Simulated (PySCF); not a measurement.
C₉H₅F₃, SMILES `c1(ccc(C(F)(F)F)cc1)C#C`, neutral singlet in the gas phase. 

Cartesian coordinates (Å):
```xyz
17

C      4.0793    -0.2348     0.6413
C      2.8711    -0.1651     0.4477
C      1.4626    -0.0839     0.2213
C      0.8161     1.1750     0.1431
C     -0.5610     1.2518    -0.0804
C     -1.3188     0.0766    -0.2292
C     -2.8155     0.1610    -0.4117
F     -3.1802     1.2964    -1.0541
F     -3.2949    -0.8868    -1.1236
F     -3.4598     0.1569     0.7831
C     -0.6888    -1.1785    -0.1575
C      0.6881    -1.2607     0.0658
H      5.1450    -0.2962     0.8121
H      1.4121     2.0915     0.2570
H     -1.0562     2.2309    -0.1486
H     -1.2835    -2.0942    -0.2858
H      1.1845    -2.2399     0.1196
```
Charge 0, multiplicity 1.

All levels are single points at this geometry (PBE-D3(BJ)/def2-SVP); Pople sets use spherical d functions. Orbital energies aren't observables, and empty levels follow the basis.

```tsv
level	HOMO (eV)	LUMO (eV)	gap (eV)	dipole (D)	vertical IE, Delta-SCF (eV)
PBE-D3(BJ)/def2-TZVP in PySCF	-6.32	-2.59	3.73	2.24	8.86
B3LYP/6-311+G** in PySCF	-7.16	-2.05	5.11	2.64	–
B3LYP/6-31G* in PySCF	-6.70	-1.49	5.21	2.23	8.68
BP86/6-31G* in PySCF	-6.02	-2.23	3.78	2.02	–
HF/6-31G* in PySCF	-9.04	2.05	11.08	2.68	–
HF/STO-3G in PySCF	-7.22	5.38	12.60	1.73	–
```
